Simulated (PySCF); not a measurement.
**Xe (xenon, neutral): UHF calculation**

Configuration: [Xe], closed-shell 1S. Computed with PySCF 2.14 in x2c-TZVPall (8s6p4d2f, 60 functions), with scalar relativity by spin-free X2C-1e.

```
Total energy                        : -7443.465191 hartree
One-electron energy                 : -10196.5094 hartree
Hartree (Coulomb) energy            : 2939.0001 hartree
Exchange energy                     : -185.9559 hartree
⟨S²⟩                                : 0.0000
⟨L²⟩                                : 0.000
Sum of ⟨r⟩                          : 38.61 bohr
Sum of ⟨r²⟩                         : 61.33 bohr²
Langevin diamagnetic susceptibility : -48.6 ×10⁻⁶ cm³/mol
Time after the integrals            : 0.17 s of wall time on 1 thread of Neoverse-V2 (shared host)
```

| shell | electrons | mean orbital energy (eV) | rms radius, mean of both spins (bohr) |
| --- | --- | --- | --- |
| 1s | 2 | -34725.5 | 0.0305 |
| 2s | 2 | -5505.9 | 0.124 |
| 2p | 6 | -4937.4 | 0.111 |
| 3s | 2 | -1169.8 | 0.326 |
| 3p | 6 | -981.34 | 0.326 |
| 3d | 10 | -700.22 | 0.304 |
| 4s | 2 | -229.30 | 0.762 |
| 4p | 6 | -166.92 | 0.815 |
| 4d | 10 | -72.587 | 0.945 |
| 5s | 2 | -27.508 | 2.02 |
| 5p | 6 | -12.435 | 2.49 |

Densities and radii are taken from the X2C orbitals without a picture-change correction, which distorts them close to the nucleus.
